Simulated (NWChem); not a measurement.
System meant: Si2H4O, singlet; SMILES O[Si][SiH3]

The following NWChem deck was run.

```
start job
memory heap 200 mb stack 900 mb global 1100 mb
geometry units angstroms noautoz
  Si    -0.730418     0.868835    -0.061240
  O      0.782014     1.619374     0.062743
  H      1.582143     1.058360     0.073869
  Si     0.093541    -1.452406    -0.016928
  H      1.581540    -1.500972    -0.315329
  H     -0.599341    -2.414344    -0.951491
  H     -0.076966    -2.002588     1.383499
end
basis spherical
  * library def2-svp
end
dft
  xc xpbe96 cpbe96
  iterations 4
  mulliken
end
task dft energy
```

End of the output:

```
    Atom       Charge   Shell Charges
 -----------   ------   -------------------------------------------------------
    1 Si  14    13.81   2.00  1.96  0.99  0.67  5.80  1.07  1.07  0.25
    2 O    8     8.16   1.97  0.90  0.61  2.68  1.99  0.01
    3 H    1     0.91   0.55  0.19  0.18
    4 Si  14    13.89   2.00  1.94  0.74  0.40  5.81  1.35  1.49  0.16
    5 H    1     1.09   0.63  0.43  0.03
    6 H    1     1.07   0.62  0.42  0.03
    7 H    1     1.07   0.62  0.42  0.03

 center of mass
 --------------
 x =  -0.06162974 y =   0.11993604 z =  -0.00195700

 moments of inertia (a.u.)
 ------------------
         493.044845438066          -0.000000000000           0.000000000000
          -0.000000000000         119.142559119514          -0.000000000000
           0.000000000000          -0.000000000000         591.112445876131

     Multipole analysis of the density
     ---------------------------------

     L   x y z        total         alpha         beta         nuclear
     -   - - -        -----         -----         ----         -------
     0   0 0 0     -0.000000    -20.000000    -20.000000     40.000000

     1   1 0 0      0.370425      0.185212      0.185212      0.000000
     1   0 1 0     -0.148239     -0.074120     -0.074120      0.000000
     1   0 0 1     -0.045546     -0.022773     -0.022773      0.000000

     2   2 0 0    -25.056111    -44.545055    -44.545055     64.033999
     2   1 1 0      1.301730      0.008108      0.008108      1.285514
     2   1 0 1     -0.024233      0.058936      0.058936     -0.142105
     2   0 2 0    -29.903772   -147.607019   -147.607019    265.310266
     2   0 1 1     -0.089414      0.059025      0.059025     -0.207464
     2   0 0 2    -24.594728    -17.524709    -17.524709     10.454689

 ------------------------------------------------------------------------
 dft energy failed                                                                                  0
 ------------------------------------------------------------------------
 ------------------------------------------------------------------------
  current input line :
    20: task dft energy
 ------------------------------------------------------------------------
 ------------------------------------------------------------------------
 This type of error is most commonly associated with calculations not reaching convergence criteria
 ------------------------------------------------------------------------
 For more information see the NWChem manual at https://nwchemgit.github.io

0:dft energy failed:Received an Error in Communication
```

Task: Find the fault in this run and fix the input.

Result: Convergence was not reached. Cause: the SCF was allowed too few iterations. This input runs:
```
start job
memory heap 200 mb stack 900 mb global 1100 mb
geometry units angstroms noautoz
  Si    -0.730418     0.868835    -0.061240
  O      0.782014     1.619374     0.062743
  H      1.582143     1.058360     0.073869
  Si     0.093541    -1.452406    -0.016928
  H      1.581540    -1.500972    -0.315329
  H     -0.599341    -2.414344    -0.951491
  H     -0.076966    -2.002588     1.383499
end
basis spherical
  * library def2-svp
end
dft
  xc xpbe96 cpbe96
  iterations 150
  mulliken
end
task dft energy
```
It converges to -655.96445 Ha (PBE/def2-SVP).
